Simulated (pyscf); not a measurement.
## F–W(F)(F)(F)=S, singlet

Gas-phase minimum from PySCF at ωB97X-D3(BJ)/def2-SVP, one conformer. 

```xyz
6

F      0.5651    -0.7091     0.7541
W     -0.9764    -0.0756    -0.0604
F     -0.5133    -1.1719    -1.4832
F     -2.7335    -0.3674    -0.5784
F     -1.6509     0.1001     1.6584
S     -0.5275     1.8572    -0.6798
```

Bonds (Å): F1–W2 1.855, W2–F3 1.855, W2–F4 1.855, W2–F5 1.855, W2–S6 2.079. Angles (°): F1–W2–F3 85.8, F1–W2–F4 148.9, F1–W2–F5 85.9, F1–W2–S6 105.6, F3–W2–F4 85.9, F3–W2–F5 149.0, F3–W2–S6 105.5, F4–W2–F5 85.9, F4–W2–S6 105.5, F5–W2–S6 105.5.

Properties at ωB97X-D3(BJ)/def2-SVP:

```
Quantity                                                                                                                                                                         Value
---------------------------------------------------------------------------------------------------------------------  ---------------------------------------------------------------
Harmonic wavenumbers, unscaled                                                                                         129, 213, 214, 241, 241, 250, 341, 631, 661, 720, 721, 742 cm⁻¹
Zero-point energy                                                                                                                                                         7.3 kcal/mol
Rotational symmetry number                                                                                                                                                           4
Entropy of this conformer at 298 K and 1 atm, rigid rotor and harmonic oscillator, modes under 100 cm⁻¹ raised to 100                                                  349.3 J/(mol K)
Dipole moment                                                                                                                                                                   0.70 D
```

Single-point totals, which compare only within one level:

```
level                   total energy (hartree)
----------------------  ----------------------
ωB97X-D3(BJ)/def2-TZVP              -865.16268
PBE/def2-TZVP                       -864.63887
r²SCAN/def2-TZVP                    -864.98734
B3LYP-D3(BJ)/def2-TZVP              -865.16550
PBE0-D3(BJ)/def2-TZVP               -864.58795
M06-2X/def2-TZVP                    -864.82487
ωB97M-D3(BJ)/def2-TZVP              -865.17108
```

Elements past Kr carry the def2 core potentials, without spin-orbit coupling.
